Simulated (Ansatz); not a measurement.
CHF (SMILES [CH]F) moved off its minimum; all values from Ansatz (an electronic-structure program), cores frozen in correlated methods.
(charge 0, multiplicity 1)
```xyz
3

C     -0.51509     0.42941     0.20064
F      0.61258    -0.26595    -0.04021
H     -1.36232    -0.17230    -0.08330
```

```csv
level,largest force (eV/Å),on atom,rms difference from CCSD(T)/aug-cc-pVTZ (eV/Å),dipole (D)
HF/def2-TZVPP,2.91,F2,0.632,1.81
PBE/def2-TZVPP,2.82,C1,0.213,1.62
r2SCAN/def2-TZVPP,2.73,C1,0.118,1.64
B3LYP/def2-TZVPP,2.54,C1,0.078,1.65
wB97M-V/def2-TZVPP,2.61,C1,0.165,1.65
MP2/aug-cc-pVTZ,2.43,C1,0.126,1.69
CCSD(T)/aug-cc-pVTZ,2.48,C1,0.000,1.60
```

The differences count from one level among others, with limits of its own. Forces at CCSD(T)/aug-cc-pVTZ (eV/Å):

```json
[
 {"atom": "C1", "Fx": "2.109", "Fy": "1.172", "Fz": "0.572"},
 {"atom": "F2", "Fx": "-1.660", "Fy": "0.219", "Fz": "0.022"},
 {"atom": "H3", "Fx": "-0.449", "Fy": "-1.390", "Fz": "-0.594"}
]
```

Doubts at one or more of the structures used: a restricted determinant that unrestricted orbitals would lower (MP2/aug-cc-pVTZ, CCSD(T)/aug-cc-pVTZ).
